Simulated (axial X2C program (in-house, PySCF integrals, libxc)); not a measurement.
**Low determinants of RuH at the PBE0 level, two-component**

Calculated with an axial X2C code built on PySCF integrals. Two-component (2c) means X2C with spin–orbit coupling and atomic mean-field two-electron Coulomb and Gaunt terms. Basis: Ru dyall-cv3z [12s12p8d5f3g], H dyall-v3z [6s2p1d] (cores contracted in-house); Gaussian nuclei, density fitting, unrestricted open shells. Masses: Ru 101.904 u, H 1.008 u.

Search at 1.570 Å (vertical energies from the lowest determinant):

```tsv
ΔE (eV)	state	electrons beyond evenly filled partner blocks	electrons in ±ω = 1/2, 3/2, 5/2, 7/2
0.00	Ω = 3/2	ω = 1/2, ω = -3/2, ω = 5/2	29 13 3 0
0.20	Ω = 9/2	ω = 1/2, ω = 3/2, ω = 5/2	29 13 3 0
0.44	Ω = 5/2	ω = 5/2	28 14 3 0
0.53	Ω = 3/2	ω = 3/2	28 13 4 0
0.55	Ω = 1/2	ω = 1/2	29 12 4 0
0.58	Ω = 7/2	ω = -1/2, ω = 3/2, ω = 5/2	29 13 3 0
0.72	Ω = 5/2	ω = 5/2	30 12 3 0
```

Lowest determinant, Ω = 3/2 (⟨Sz⟩ = 1.49, ⟨Lz⟩ = 0.01 at PBE0): Re = 1.584 Å, ωe = 1966.0 cm⁻¹.

The determinant in row 2 of the search, Ω = 9/2 (⟨Sz⟩ = 1.49, ⟨Lz⟩ = 3.01 at PBE0), was followed along the bond at PBE0; measured from the minimum of the lowest determinant it gives:

Te = 0.186 eV (1500 cm⁻¹), Re = 1.612 Å, ωe = 1893.5 cm⁻¹.

**Question.** Compare the bond of the determinant in row 2 with that of the lowest one.

**Answer.** At PBE0 its Re is 0.028 Å longer and its force constant, which goes as ωe², is 0.93 times that of the lowest determinant. T0 ≈ Te + Δωe/2 = 1500 + (-36) = 1464 cm⁻¹.

The search compares states at one distance, so a state with another bond length can lie lower; it is not exhaustive and yields mostly the lowest determinant of each block pattern, so other components and higher states of one pattern are missing. These are energies of single determinants, not of spin-adapted states; PBE0 term energies can be off by some tenths of an eV, and the functional has no current term. The lowest determinant need not be the ground state where others lie within half an eV.
